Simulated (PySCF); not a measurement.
Compound: 4-chlorobenzoyl chloride, C7H4Cl2O.
Cartesian coordinates in Å at the GFN2-xTB level; atoms count from 1:
```
atom  x, y, z in Å
O1     2.8229    1.3835   -0.6432
C2     2.2832    0.3325   -0.5009
Cl3    3.2450   -1.1476   -0.6698
C4     0.8707    0.1041   -0.1916
C5     0.3024   -1.1609   -0.0413
C6    -1.0402   -1.2902    0.2509
C7    -1.8256   -0.1532    0.3954
Cl8   -3.4984   -0.3161    0.7602
C9    -1.2755    1.1148    0.2485
C10    0.0658    1.2392   -0.0437
H11    0.9144   -2.0413   -0.1542
H12   -1.4824   -2.2670    0.3674
H13   -1.8973    1.9883    0.3628
H14    0.5143    2.2136   -0.1625
```

Theory: TDDFT CAM-B3LYP/def2-SVPD, vertical, gas phase, core orbitals frozen in the response (PySCF 2.14.0, density-fitted response routines).

Transition dipole moments from the ground state, in atomic units and in the frame of the coordinates above (overall signs are arbitrary), for the states with f of 0.002 or more among the lowest 8:

```tsv
state	E (hartree)	μx	μy	μz
S2	0.1832	0.019	-0.332	0.003
S3	0.1862	-1.836	-0.089	0.398
S5	0.2294	0.042	0.695	-0.023
S6	0.2381	-0.061	0.837	-0.006
S8	0.2519	-1.758	-0.124	0.382
```

**Question.** Work out the oscillator strengths.

**Answer.** f = (2/3) ΔE |μ|² with ΔE in hartree (27.2114 eV).

```
state  |μ|² (au)  |μ| (D)      f
   S2      0.110     0.84  0.013
   S3      3.538     4.78  0.439
   S5      0.486     1.77  0.074
   S6      0.704     2.13  0.112
   S8      3.253     4.58  0.546
```

**Question.** Label these states by symmetry in Cs.

**Answer.** Polarised in the mirror plane, so A′: S2, S3, S5, S6 and S8.

**Question.** What angle do the transition dipoles of S2 and S3 make?

**Answer.** |cos θ| = |μa·μb| / (|μa| |μb|) = 0.01, so θ ≈ 90° (taken between 0 and 90°, since the signs are arbitrary).

**Question.** How is the summed strength of these states shared among x, y and z?

**Answer.** (2/3) Σ ΔE μα² gives 0.939 for x, 0.202 for y and 0.044 for z, 1.185 in all.

**Question.** What peak molar absorption coefficient would the strongest computed level give as a lone Gaussian band 0.3 eV wide at half height?

**Answer.** ε(max) = 2.175×10⁸ f / FWHM, with the width in cm⁻¹. S8: 2.175×10⁸ × 0.5462 / 2420 ≈ 49000 L mol⁻¹ cm⁻¹.

On one thread of an Arm Neoverse V2, on a shared host, this took 64 s wall (with the writing of density and orbital grids) and 1.2 GiB of memory at its peak.

One conformer stands for the species.
